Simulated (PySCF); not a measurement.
**Correlation energy of S (sulfur, neutral)**

[Ne] 3s2 3p3 3d1, high-spin 5D determinant (an excited configuration). Computed with PySCF 2.14 in aug-cc-pVQZ-DK, with scalar relativity by spin-free X2C-1e. Frozen: [Ne]; 6 electrons correlated.

| level | correlation energy (mhartree) |
| --- | --- |
| CCSD | -123.73 |
| (T) | -4.82 |
| CCSD(T) | -128.55 |

Diagnostics: T1 = 0.0058, D1 = 0.0136, largest double amplitude 0.045.

The outer electron is Rydberg-like, and this basis confines it to a smaller radius and binds it less than a complete one would.

Cost of the coupled-cluster step: roughly 15 core-seconds, for 6 correlated electrons.
